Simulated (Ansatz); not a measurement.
Geometry optimisation, RKS PBE0/STO-3G in Ansatz 0.2.0.

input.yaml

```yaml
crystal:
  periodic: [false, false, false]
  atoms:
    - { symbol: F, position_ang: [-1.6179, 0.0651, 1.7186] }
    - { symbol: Si, position_ang: [-1.0109, 1.0922, 0.6299] }
    - { symbol: P, position_ang: [1.1037, 0.6358, 0.4295] }
    - { symbol: Si, position_ang: [0.848, -1.3314, -0.4626] }
    - { symbol: H, position_ang: [-1.686, 0.9321, -0.6951] }
    - { symbol: H, position_ang: [-1.1561, 2.5123, 1.0904] }
    - { symbol: H, position_ang: [1.4123, 1.3545, -0.7427] }
    - { symbol: H, position_ang: [-0.0923, -1.1827, -1.6323] }
    - { symbol: H, position_ang: [0.207, -2.2582, 0.5825] }
    - { symbol: H, position_ang: [2.0754, -1.8709, -0.9153] }
basis:
  gaussian: { orbitals: STO-3G }
hamiltonian:
  xc: pbe0
relax:
  f_tol: 0.02
  max_steps: 40
scf:
  lower_state_search: "off"
```

Launched with:

```bash
$ ansatz run input.yaml --threads 1 --pin off --max-ram 2048MiB --backend cpu --events-out ev --progress --plain --runs-dir out
```

Task: Where does it end, and by what steps?

Result: The run converged. Limits of this set-up: minimal basis. After 5 steps the energy has fallen by 0.385 eV; F1 moved furthest, 0.17 Å.

```
step  energy less start (eV)  largest force component (eV/Å)  accepted
   0                  0.0000                           2.563       yes
   1                 -0.2494                           1.667       yes
   2                 -0.3746                           0.323       yes
   3                 -0.3835                           0.098       yes
   4                 -0.3842                           0.091       yes
   5                 -0.3853                           0.014       yes
```

```xyz
10
Properties=species:S:1:pos:R:3
F -1.751 0.167 1.746
Si -1.003 1.140 0.645
P 1.147 0.616 0.475
Si 0.858 -1.351 -0.484
H -1.710 1.020 -0.620
H -1.129 2.517 1.081
H 1.273 1.297 -0.750
H -0.016 -1.303 -1.635
H 0.286 -2.276 0.465
H 2.129 -1.879 -0.919
```

The run took 10 s on 1 thread of Arm Neoverse V1, on a shared host, peak memory 0.13 GiB.
